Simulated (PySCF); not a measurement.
NMR data sheet: C₈H₈OP₂

```
Formula                               : C8H8OP2
SMILES                                : C=Cc1pcpcc1C(C)=O
InChI                                 : InChI=1S/C8H8OP2/c1-3-8-7(6(2)9)4-10-5-11-8/h3-5H,1H2,2H3
Point group of the computed structure : C1
Carbon signals                        : 8
Proton signals                        : 6
```

Molfile (atoms numbered from 1):
```
C8H8OP2
     RDKit          3D

 19 19  0  0  0  0  0  0  0  0999 V2000
    2.3456   -0.1637   -0.6930 C   0  0  0  0  0  0  0  0  0  0  0  0
    1.2703   -0.8614   -1.0433 C   0  0  0  0  0  0  0  0  0  0  0  0
    0.0327   -0.9856   -0.2817 C   0  0  0  0  0  0  0  0  0  0  0  0
   -0.7972   -2.5038   -0.5992 P   0  0  0  0  0  0  0  0  0  0  0  0
   -2.1129   -2.5088    0.5134 C   0  0  0  0  0  0  0  0  0  0  0  0
   -2.5913   -1.3773    1.7308 P   0  0  0  0  0  0  0  0  0  0  0  0
   -1.4541   -0.0906    1.4973 C   0  0  0  0  0  0  0  0  0  0  0  0
   -0.3965    0.0037    0.6068 C   0  0  0  0  0  0  0  0  0  0  0  0
    0.2519    1.3587    0.6227 C   0  0  0  0  0  0  0  0  0  0  0  0
    0.0756    2.1391   -0.6579 C   0  0  0  0  0  0  0  0  0  0  0  0
    0.7453    1.8321    1.6164 O   0  0  0  0  0  0  0  0  0  0  0  0
    2.3956    0.4103    0.2157 H   0  0  0  0  0  0  0  0  0  0  0  0
    3.2307   -0.1592   -1.3060 H   0  0  0  0  0  0  0  0  0  0  0  0
    1.3064   -1.4724   -1.9393 H   0  0  0  0  0  0  0  0  0  0  0  0
   -2.7373   -3.3957    0.4494 H   0  0  0  0  0  0  0  0  0  0  0  0
   -1.6069    0.7687    2.1420 H   0  0  0  0  0  0  0  0  0  0  0  0
   -0.9436    2.5258   -0.6680 H   0  0  0  0  0  0  0  0  0  0  0  0
    0.2106    1.5105   -1.5323 H   0  0  0  0  0  0  0  0  0  0  0  0
    0.7653    2.9789   -0.6814 H   0  0  0  0  0  0  0  0  0  0  0  0
  1  2  2  0
  2  3  1  0
  3  4  2  0
  4  5  1  0
  5  6  2  0
  6  7  1  0
  7  8  2  0
  8  9  1  0
  9 10  1  0
  9 11  2  0
  8  3  1  0
  1 12  1  0
  1 13  1  0
  2 14  1  0
  5 15  1  0
  7 16  1  0
 10 17  1  0
 10 18  1  0
 10 19  1  0
M  END
```

[PySCF 2.14: NMR shieldings at PBE0/pcSseg-1/GIAO; coordinates at the GFN2-xTB level; no relativistic terms; rapidly exchanging positions averaged; gas phase; a single conformation]

δ = σ(ref) − σ, references computed at the same level: 1H (31.72 ppm), 13C (186.93 ppm) against TMS; H3PO4 for 31P (318.38 ppm); H2O for 17O (336.08 ppm).

| carbon | δC, type | δH (multiplicity) | HMBC from (2–3 bonds) | span of the C tensor (ppm) |
| --- | --- | --- | --- | --- |
| C1 | 131.2, CH2 | H12 6.18 (m); H13 5.94 (m) | H14 | 212 |
| C2 | 147.1, CH | 7.78 (m) | H12, H13 | 219 |
| C3 | 171.1, C | – | H15, H16, H14, H12, H13 | 300 |
| C5 | 196.9, CH | 11.03 (m) | H16 | 423 |
| C7 | 162.2, CH | 9.24 (m) | H15 | 303 |
| C8 | 149.8, C | – | H16, H14, H17/H18/H19 | 212 |
| C9 | 218.2, C | – | H16, H17/H18/H19 | 218 |
| C10 | 35.1, CH3 | 2.55 (s) | – | 49 |

Other nuclei:
```
atoms  nucleus                                     environment  δ (ppm)  σ (ppm)
   P4      31P  phosphorus bonded to 2 C, in a 6-membered ring    275.7     42.7
   P6      31P  phosphorus bonded to 2 C, in a 6-membered ring    256.9     61.5
  O11      17O                                   ketone oxygen    686.2   -350.2
```

- δC 218.2: ketone carbonyl carbon; the double bond to the heteroatom, with no lone-pair donor beside it, deshields it most.
- δC 171.1, 149.8: substituted aromatic carbon.
- δC 147.1: alkene CH; the olefinic region.
- δC 131.2: terminal =CH2 carbon; as expected for a trigonal carbon in a double bond.
- δH 11.03, 9.24: hydrogen on an aromatic CH.

Splittings by 31P in the carbon and heteronuclear signals aren't shown, as no couplings were computed. Shifts are as computed. Against solution values, carbons near 30 ppm lie about +3 ppm off and those near 130 ppm about +5 ppm. Of 1211 compounds with measured shifts, 218 miss one by over three times the rms of a fit or turn the order of signals round; such compounds aren't used in these exercises. Unscaled 17O shifts of doubly bonded oxygen tend to come out too high, by tens of ppm or more. Experimental scales use liquid or dissolved standards, which lie at an offset from isolated H2O (liquid H2O: subtract about 36 ppm) and H3PO4. Multiplicities follow the n + 1 count of equivalent neighbours, as no J values were calculated; m marks all less simple cases, F and P coupling included.
